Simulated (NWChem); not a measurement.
# SnGeH$_{6}$; SMILES [GeH3][SnH3]

All runs: NWChem. Structure relaxed at the PBE0/def2-SVP level. No frequency run checked for a minimum. def2 effective core potentials on Sn; no spin-orbit coupling. Ions are spin-unrestricted doublets at the neutral geometry; other ion states weren't tried.

For level PBE/def2-SVP:

```yaml
vertical ionisation energy, ΔSCF (eV): 9.75
"−ε(HOMO) (eV)": 6.85
```

What are these values for level CAM-B3LYP/def2-SVP?


* **vertical ionisation energy, ΔSCF (eV)**: 10.00
* **−ε(HOMO) (eV)**: 9.08
